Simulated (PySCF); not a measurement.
# Electronic absorption of C5H10N2OSi

Species: C5H10N2OSi.
SMILES: `CN[Si@@H](N)C1=CC=CO1`

Computed, not measured: TDDFT PBE0/def2-SVPD, vertical, gas phase, core orbitals frozen in the response in PySCF. Geometry: PBE0-D3(BJ)/def2-SVP, one conformer, isolated molecule. Torsions of this conformer, `[CH3:1][NH:2][Si@@H:3]([NH2:4])[c:5]1[cH:6][cH:7][cH:8][o:9]1`: C1–N2–Si3–N4 104°, N2–Si3–C5–C6 26°, H–N4–Si3–N2 -83°, H–N4–Si3–N2 127°.

Problem. Predict the UV-vis stick spectrum at this level.

Solution. 

```json
{"state": "S1", "λ (nm)": "228.8", "E (eV)": "5.42", "f": "0.0070", "main configurations (H = HOMO, L = LUMO)": "H→L (51%), H-1→L (47%)"}
{"state": "S2", "λ (nm)": "212.6", "E (eV)": "5.83", "f": "0.337", "main configurations (H = HOMO, L = LUMO)": "H-1→L (50%), H→L (46%)"}
{"state": "S3", "λ (nm)": "203.0", "E (eV)": "6.11", "f": "0.0021", "main configurations (H = HOMO, L = LUMO)": "H-2→L (97%)"}
{"state": "S4", "λ (nm)": "201.4", "E (eV)": "6.16", "f": "0.0047", "main configurations (H = HOMO, L = LUMO)": "H→L+1 (44%), H-1→L+1 (29%), H-1→L+2 (12%)"}
{"state": "S5", "λ (nm)": "194.4", "E (eV)": "6.38", "f": "0.012", "main configurations (H = HOMO, L = LUMO)": "H-1→L+1 (35%), H→L+1 (35%), H→L+2 (13%)"}
{"state": "S6", "λ (nm)": "188.3", "E (eV)": "6.59", "f": "0.033", "main configurations (H = HOMO, L = LUMO)": "H-1→L+2 (29%), H→L+2 (18%), H-1→L+1 (11%)"}
{"state": "S7", "λ (nm)": "188.0", "E (eV)": "6.59", "f": "0.0046", "main configurations (H = HOMO, L = LUMO)": "H-3→L (45%), H→L+4 (17%), H-1→L+4 (10%)"}
{"state": "S8", "λ (nm)": "182.2", "E (eV)": "6.80", "f": "0.0031", "main configurations (H = HOMO, L = LUMO)": "H→L+2 (40%), H-1→L+2 (36%)"}
{"state": "S9", "λ (nm)": "180.7", "E (eV)": "6.86", "f": "0.0073", "main configurations (H = HOMO, L = LUMO)": "H→L+3 (68%), H-1→L+2 (10%)"}
{"state": "S10", "λ (nm)": "179.7", "E (eV)": "6.90", "f": "0.020", "main configurations (H = HOMO, L = LUMO)": "H-1→L+3 (51%), H-2→L+1 (16%)"}
```

Triplets, Tamm–Dancoff:

| state | E (eV) | λ (nm) | main configurations (H = HOMO, L = LUMO) |
| --- | --- | --- | --- |
| T1 | 3.83 | 324.1 | H→L (52%), H-1→L (40%) |
| T2 | 5.22 | 237.4 | H-3→L (54%), H→L+4 (16%), H-1→L+4 (12%) |
| T3 | 5.28 | 234.7 | H-1→L (52%), H→L (40%) |
| T4 | 5.92 | 209.4 | H-2→L (79%) |

The lowest singlet lies at 5.42 eV (229 nm, ultraviolet) and is weak; its leading configuration is HOMO→LUMO (51%). The most intense listed level is S2 at 5.83 eV (213 nm, f = 0.337), 0.41 eV above S1. S6/S7 lie within about 0.01 eV of each other. Löwdin shares by element: HOMO carbon 38% or more, nitrogen 25% or more (atoms not listed hold the other 38%); LUMO carbon 50% or more, oxygen 16% (atoms not listed hold the other 34%). Weighted by f, the mean energy of these states is 5.98 eV. The oscillator strengths of these states sum to 0.431; summed over the whole spectrum of an exact calculation they would give the number of electrons, 76 (Thomas–Reiche–Kuhn). Orbital energies (eV): HOMO-3 -8.07, HOMO-2 -7.39, HOMO-1 -6.68, HOMO -6.61, LUMO -0.20, LUMO+1 0.72, LUMO+2 1.03. The vertical ionisation energy (ΔSCF) is 8.25 eV, 1.35 eV above S10. Only the lowest 10 singlets were computed, as vertical energies without vibronic structure.
